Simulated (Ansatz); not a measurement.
`[CH3][Ta](=[S])([Cl])[Cl]` + NH₃ → `[CH3][Ta]([NH2])(=[S])[Cl]` + HCl at 400 K and 1 bar (ligand exchange at a Ta–Cl bond).

Computed with Ansatz on PBE0-D4/def2-TZVP structures; ΔE is electronic, products minus reactants. CBS: MP2 limit from def2 TZ/QZ plus the TZ coupled-cluster correction, frozen cores. This one scheme is used for every species. Elements past krypton have def2 core potentials. For Ta outer-core shells are correlated without core-valence functions, which leaves a few kJ/mol of doubt a bond. Each species was taken in one conformer, which may not be the lowest.

```
                     species  CCSD(T)/CBS energy (Eh)  H − E (kJ/mol)  S (J/(mol·K))
 `[CH3][Ta](=[S])([Cl])[Cl]`              -1414.26851           138.7          427.7
                         NH₃                -56.50880           104.2          203.1
`[CH3][Ta]([NH2])(=[S])[Cl]`              -1010.37366           204.8          431.2
                         HCl               -460.38127            29.6          195.4
```

H − E and S are ideal-gas, rigid-rotor, harmonic terms from PBE0-D4/def2-TZVP, for one conformer and one mirror image of each species. 1 Eh = 2625.50 kJ/mol, R = 8.31446 J/(mol·K).

Q: By hand: ΔE, ΔH, ΔS and ΔG.

A: ΔE = (-1010.37366) + (-460.38127) − (-1414.26851) − (-56.50880) = 0.02238 Eh = 58.8 kJ/mol. Δ(H − E) = 204.8 + 29.6 − 138.7 − 104.2 = -8.5, so ΔH = 50.3 kJ/mol. ΔS = 431.2 + 195.4 − 427.7 − 203.1 = -4.2 J/(mol·K). ΔG = 50.3 − 400 × (-4.2)/1000 = 52.0 kJ/mol.

Q: By hand: the equilibrium constant, and the temperature at which ΔG would vanish if ΔH and ΔS stayed fixed.

A: log₁₀ K = −ΔG/(RT ln 10) = -6.8. ΔH and −TΔS have one sign here, so there is no such temperature.

The number of gas molecules stays the same, so ΔS is small and ΔH decides. A doubt of 5 kJ/mol in ΔE shifts log₁₀ K by 0.7 here. Other conformers and mirror images would add mixing entropy, several J/(mol·K) or more a flexible species. These are equilibria of isolated gas molecules and say nothing of rates. Largest T1 diagnostic: 0.020 (customary marks: 0.02 for closed shells, 0.045 for open ones).

ΔS is within the doubt of such terms, so its sign, and with it that verdict, could turn.
